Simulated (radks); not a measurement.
Spin polarisation of the 6p1 shell in Bi2+. Start: [Hg] 6p(up 0.5, down 0.5); electrons of 6p are moved from spin down to spin up, other shells keep equal spins. Calculated with a radial shooting solver on a logarithmic mesh with Libxc functionals: non-relativistic Kohn-Sham, r2SCAN, spin-polarised, spherical densities, point nucleus; meta-GGA in the generalised Kohn-Sham scheme.

moment (Bohr magnetons)	E - E(0) (eV)	e(6p up) (eV)	e(6p down) (eV)	6s down minus up (eV)	5d down minus up (eV)	5p down minus up (eV)
0	0.000	-18.965	-18.965	0.000	0.000	0.000
0.25	-0.020	-19.120	-18.798	0.299	0.028	0.013
0.5	-0.081	-19.265	-18.614	0.598	0.057	0.026
0.75	-0.184	-19.401	-18.405	0.895	0.086	0.039
1	-0.333	-19.530	-18.123	1.192	0.116	0.052

At moment 1 the spin-polarisation energy is -0.333 eV and the 6p exchange splitting 1.407 eV, that is 1.407 eV per Bohr magneton; E = -I m^2/4 would give I = 1.330 eV.
